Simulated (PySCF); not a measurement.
Compound: C₄H₁₀Si.
Geometry (PBE0-D3(BJ)/def2-SVP, Å), atoms numbered from 1 in this order:
```xyz
15
C4H10Si angstrom
C      0.4325   -0.7519    0.9749
C     -0.7773   -1.0473    0.0835
C     -1.3230    0.2804   -0.4673
Si     0.2485    1.3047   -0.7770
C      1.4043    0.1594    0.2070
H      0.9186   -1.6816    1.3140
H      0.0850   -0.2334    1.8865
H     -1.5485   -1.6169    0.6281
H     -0.4539   -1.6885   -0.7562
H     -1.9362    0.7889    0.2961
H     -1.9614    0.1460   -1.3531
H      0.1618    2.6932   -0.2240
H      0.6226    1.4114   -2.2227
H      2.0082   -0.4332   -0.5010
H      2.1101    0.6847    0.8675
```

The closed-shell ground state was solved at several levels (PySCF, density fitting, gas phase, non-relativistic).

```
            level  basis functions  HOMO (eV)  LUMO (eV)  gap (eV)  dipole (D)
     KT3/pcSseg-2              327      -6.92      -0.41      6.51        0.78
wB97X-D/def2-SVPD              184      -9.95       2.15     12.10        0.72
```

(1) Estimate the row for PBE0/pcSseg-1, a basis of 142 functions; the other rows only guide the guess.

(2) Over all these levels, which gives the widest orbital gap and which the narrowest?

(3) How far do the dipole and the HOMO energy spread over the levels?

Answers

(1) HOMO -8.13 eV, LUMO 1.05 eV, gap 9.18 eV, dipole 0.65 D.

(2) wB97X-D/def2-SVPD (range-separated hybrid) has the widest, 12.10 eV, and KT3/pcSseg-2 (GGA) the narrowest, 6.51 eV. Functional and basis both differ between the two, so the spread mixes both effects.

(3) The dipole runs from 0.65 to 0.78 D (mean 0.72 D) and the HOMO from -9.95 to -6.92 eV.

One conformer stands for the species.
